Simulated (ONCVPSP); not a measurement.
**Before and after: ONCV potential for Si**

```
Element                 : silicon (Si)
Generator               : ONCVPSP 4.0.1
Type                    : optimised norm-conserving Vanderbilt (ONCV)
Functional              : PW91
Relativity              : scalar-relativistic
Frozen core             : [Ne]
Valence charge          : 4
Reference configuration : 3s2 3p2
Partial waves           : 3s: rc 1.85 bohr, ncon 4, nbas 8, qcut 3.5 1/bohr, local; 3p: rc 2.35 bohr, ncon 3, nbas 6, qcut 2.9 1/bohr, 2 projectors, debl 2.7 Ha; d scattering state at 0.13 Ha: rc 2.05 bohr, ncon 4, nbas 8, qcut 5.3 1/bohr, 2 projectors, debl 2.9 Ha
Local potential         : the s channel
Core correction         : Teter function, fcfact 4.5, rcfact 1.05
```

Change: all radii but the core radius scaled by about 1.24 (s 2.30, p 2.92, d 2.54 bohr).

Cutoffs: the cutoffs (Ha) at which the residual kinetic energy of the hardest occupied pseudo-wave falls to 1 and 0.1 mHa per electron; they do not see the model core or the augmentation charge, which bear on the density cutoff. Errors are all-electron minus pseudo energies relative to the spin-unpolarised reference configuration.

Task: How do hardness, ghosts and transferability respond?

Result: The potential gets softer (8.9 Ha and 43 Ha → 5.2 Ha and 16 Ha); of the 4 tests that both files solve, the error grows in 4 and shrinks in 0 by more than 15 % and 0.3 meV (median size 4.4 → 23.7 meV); neither file shows a bound ghost. A larger radius leaves more room for a smooth pseudo-wave, so fewer plane waves are needed. More of the atom is replaced by a form fitted at one configuration, so other configurations suffer.

| quantity | base | changed |
| --- | --- | --- |
| cutoff, loose | 8.9 Ha | 5.2 Ha |
| cutoff, tight | 43 Ha | 16 Ha |
| loose cutoff by channel | s 8.9 Ha, p 3.1 Ha | s 5.2 Ha, p 3.1 Ha |
| bound ghosts | none | none |
| GHOST(+) flags under 300 eV | none | none |
| error for 3s2 3p1, meV [ΔE 7.78 eV] | +0.2 | +4.1 |
| error for 3s2 3p0, meV [ΔE 23.84 eV] | +8.5 | +43 |
| error for 3s1 3p0, meV [ΔE 57.88 eV] | +79 | +114 |
| error for 3s2 3p1.5, meV [ΔE 2.94 eV] | -0.1 | +0.4 |
| rms error of d²Exc/dni dnj with the model core, mHa | 1.25 | 1.00 |

Base: The cutoffs count occupied waves only; projector 2 of the d channel, the hardest unoccupied one, needs 43 Ha at the loose tolerance. Changed file: The cutoffs count occupied waves only; projector 2 of the d channel, the hardest unoccupied one, needs 14 Ha at the loose tolerance.
